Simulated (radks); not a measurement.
All-electron atom: Sn III in [Kr] 4d10 5s2. Method: non-relativistic Kohn-Sham, B86b exchange with PBE correlation, spin-polarised, spherical densities, point nucleus; relativity is left out, which matters for an element this heavy; computed with a radial shooting solver on a logarithmic mesh with Libxc functionals.

Unscreened Slater integrals over Kohn-Sham orbitals (hartree). They are taken over the spin-up orbitals.

integral      value
F0(5s,5s)   0.39252
F0(5s,4d)   0.48130
G2(5s,4d)  0.059981
F0(5s,4p)   0.49214
G1(5s,4p)  0.031480
F0(5s,4s)   0.49494
G0(5s,4s)  0.021818
F0(4d,4d)   0.83720
F2(4d,4d)   0.42019
F4(4d,4d)   0.27658
F0(4d,4p)   0.90883
F2(4d,4p)   0.45801
G1(4d,4p)   0.58236
G3(4d,4p)   0.35864
F0(4d,4s)   0.92950
G2(4d,4s)   0.44225
F0(4p,4p)    1.0010
F2(4p,4p)   0.52562
F0(4p,4s)    1.0284
G1(4p,4s)   0.70277
F0(4s,4s)    1.0584
